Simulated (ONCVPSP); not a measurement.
# Sr ONCV: all-electron and pseudo phase curves

```json
{
 "Element": "strontium (Sr)",
 "Generator": "ONCVPSP 4.0.1",
 "Type": "optimised norm-conserving Vanderbilt (ONCV)",
 "Functional": "BLYP",
 "Relativity": "scalar-relativistic",
 "Frozen core": "[Ar] 3d10",
 "Valence charge": "10",
 "Reference configuration": "4s2 4p6 4d0.5 5s1.5",
 "Partial waves": "4s+5s: rc 1.95 bohr, ncon 4, nbas 8, qcut 4.8 1/bohr, 2 projectors; 4p: rc 2.45 bohr, ncon 4, nbas 8, qcut 5.2 1/bohr, 2 projectors, debl 0.8 Ha; 4d: rc 2.65 bohr, ncon 3, nbas 6, qcut 3.1 1/bohr, 2 projectors, debl 1.2 Ha; f scattering state at 0.03 Ha: rc 2.25 bohr, ncon 4, nbas 9, qcut 4.8 1/bohr, 2 projectors, debl 3.7 Ha",
 "Local potential": "polynomial inside 1.55 bohr (lpopt 5, dvloc0 0 Ha)",
 "Core correction": "Teter function, fcfact 4.75, rcfact 1.7"
}
```

In the p channel the program set the typed energies aside and used -0.809, 0.250 Ha.

The phase is arctan(r·R′/R) of the radial function R(r), unwrapped; energies in Ha, scanned from -3 to 5 Ha. A pole is an energy at which the radial function vanishes at the test radius. The pseudo phase is shifted by a multiple of π to meet the all-electron one at the reference energy, and phase errors are pseudo minus all-electron; the curves can meet again beyond the range given. Levels narrower than the energy grid can be missing from the lists of poles.

```
channel  radius (bohr)  reference energy (Ha)  poles, all-electron  poles, pseudo  unbroken range about the reference energy with phases within 0.05 rad  phase error 1 Ha above the reference energy (rad)
      s           1.98                  -0.12                -0.97    -0.97, 4.46                                                              below 4.3                                             -0.001
      p           2.49                  -0.81          -0.59, 3.12    -0.59, 3.05                                                              below 4.2                                             -0.000
      d           2.69                  -0.03           0.50, 3.49     0.50, 4.15                                                              below 3.6                                             +0.001
      f           2.29                   0.03                 2.20           2.21                                                        the whole range                                             +0.002
```

Phases in the f channel:

| E (Ha) | all-electron | pseudo |
| --- | --- | --- |
| -2.98 | 1.374 | 1.374 |
| -2.54 | 1.357 | 1.357 |
| -2.10 | 1.337 | 1.337 |
| -1.66 | 1.310 | 1.310 |
| -1.22 | 1.272 | 1.272 |
| -0.78 | 1.215 | 1.215 |
| -0.34 | 1.117 | 1.117 |
| 0.10 | 0.910 | 0.910 |
| 0.54 | 0.310 | 0.311 |
| 0.98 | -0.806 | -0.804 |
| 1.42 | -1.286 | -1.284 |
| 1.86 | -1.476 | -1.474 |
| 2.30 | -1.595 | -1.593 |
| 2.74 | -1.714 | -1.712 |
| 3.18 | -1.926 | -1.923 |
| 3.62 | -2.856 | -2.855 |
| 4.06 | -4.218 | -4.215 |
| 4.50 | -4.487 | -4.482 |
| 4.94 | -4.588 | -4.582 |
